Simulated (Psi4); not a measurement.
ClRb, charge -1, doublet, at a GFN2-xTB geometry (such geometries of metal compounds can be far from the true shape) (a state made from the parent by changing its charge; the spin is typed, not shown lowest) (core potentials on Rb) (a gas-phase anion, which may not be bound at this level), with bond 2-1 at 1.25 times its length; HF/def2-TZVP in Psi4 1.11.

Psi4 was given this input:
```
memory 2 GB

molecule mol {
-1 2
Rb   -0.000000   -0.000000   -1.237341
Cl    0.000000    0.000000    3.675629
}

set {
  basis def2-tzvp
  reference uhf
  stability_analysis check
  scf_type pk
}

energy('scf')
print_variables()
```

Task: Write the output that Psi4 gives for this input, abridged.

Result: 
```
   => Loading Basis Set <=

    Name: DEF2-TZVP
    Role: ORBITAL
    Keyword: BASIS

    !!!  WARNING: ECP capability is in beta. Please check occupations closely.  !!!

         ---------------------------------------------------------
                                   SCF
               by Justin Turney, Rob Parrish, Andy Simmonett
                          and Daniel G. A. Smith
                              UHF Reference
         ---------------------------------------------------------

  ==> Geometry <==

    Molecular point group: c2v
    Full point group: C_inf_v

    Geometry (in Angstrom), charge = -1, multiplicity = 2:

       Center              X                  Y                   Z               Mass
    ------------   -----------------  -----------------  -----------------  -----------------
         RB           0.000000000000     0.000000000000    -1.433099795706    84.911789737900
         CL           0.000000000000     0.000000000000     3.479870204294    34.968852682000

  Running in c2v symmetry.

  Rotational constants: A = ************  B =      0.02820  C =      0.02820 [cm^-1]
  Rotational constants: A = ************  B =    845.33463  C =    845.33463 [MHz]
  Nuclear repulsion =   16.479667743240853

  Charge       = -1
  Multiplicity = 2
  Electrons    = 27
  Nalpha       = 14
  Nbeta        = 13

  ==> Algorithm <==

  SCF Algorithm Type is PK.
  DIIS enabled.
  MOM disabled.
  Fractional occupation disabled.
  Guess Type is SAD.
  Energy threshold   = 1.00e-06
  Density threshold  = 1.00e-06
  Integral threshold = 1.00e-12

  ==> Primary Basis <==

  Basis Set: DEF2-TZVP
    Blend: DEF2-TZVP
    Number of shells: 26
    Number of basis functions: 70
    Number of Cartesian functions: 78
    Spherical Harmonics?: true
    Max angular momentum: 3

  Core potential: DEF2-TZVP
    Number of shells: 4
    Number of ECP primitives: 10
    Number of ECP core electrons: 28
    Max angular momentum: 3

  ==> Integral Setup <==

  Using in-core PK algorithm.
   Calculation information:
      Number of atoms:                   2
      Number of AO shells:              26
      Number of primitives:             44
      Number of atomic orbitals:        78
      Number of basis functions:        70

      Integral cutoff                 1.00e-12
      Number of threads:                 1

  Performing in-core PK
  Using 6177710 doubles for integral storage.
  We computed 50047 shell quartets total.
[...]

    Wavefunction stable under totally symmetric rotations.
    Lowest totally symmetric eigenvalue: 0.049458
    Lowest UHF->UHF stability eigenvalues:
      B1 0.036275        B2 0.036275        A1 0.049458        A2 0.069588

    Stability analysis over.

  ==> Post-Iterations <==

   @Spin Contamination Metric:   1.778812869E-04
   @S^2 Expected:                7.500000000E-01
   @S^2 Observed:                7.501778813E-01
   @S   Expected:                5.000000000E-01
   @S   Observed:                5.000000000E-01

    Orbital Energies [Eh]
    ---------------------

    Alpha Occupied:

[...]
    Alpha Virtual:

[...]
    Beta Occupied:

[...]
       3B2    -0.168675

    Beta Virtual:

[...]
    Final Occupation by Irrep:
             A1    A2    B1    B2
    DOCC [     7,    0,    3,    3 ]
    SOCC [     1,    0,    0,    0 ]
    NA   [     8,    0,    3,    3 ]
    NB   [     7,    0,    3,    3 ]

  @UHF Final Energy:  -483.38036239966141

   => Energetics <=

    Nuclear Repulsion Energy =             16.4796677432408529
    One-Electron Energy =                -714.0794106896512403
    Two-Electron Energy =                 214.2193805467490222
    Total Energy =                       -483.3803623996614078

  UHF NO Occupations:
  HONO-2 :    3 B2 1.9999699
  HONO-1 :    3 B1 1.9999699
  HONO-0 :    8 A1 1.0000000
  LUNO+0 :    4 B1 0.0000301
  LUNO+1 :    4 B2 0.0000301
  LUNO+2 :    9 A1 0.0000230
  LUNO+3 :   10 A1 0.0000034

Computation Completed

Properties will be evaluated at   0.000000,   0.000000,   0.000000 [a0]

Properties computed using the SCF density matrix

 Multipole Moments:

 ------------------------------------------------------------------------------------
     Multipole            Electronic (a.u.)      Nuclear  (a.u.)        Total (a.u.)
 ------------------------------------------------------------------------------------

 L = 1.  Multiply by 2.5417464519 to convert [e a0] to [Debye]
 Dipole X            :          0.0000000            0.0000000            0.0000000
 Dipole Y            :          0.0000000            0.0000000            0.0000000
 Dipole Z            :        -90.6917779           87.4185327           -3.2732452
 Magnitude           :                                                    3.2732452

 ------------------------------------------------------------------------------------

  Variable Map:
  ----------------------------------------------------------------------------
[...]
[...]
```
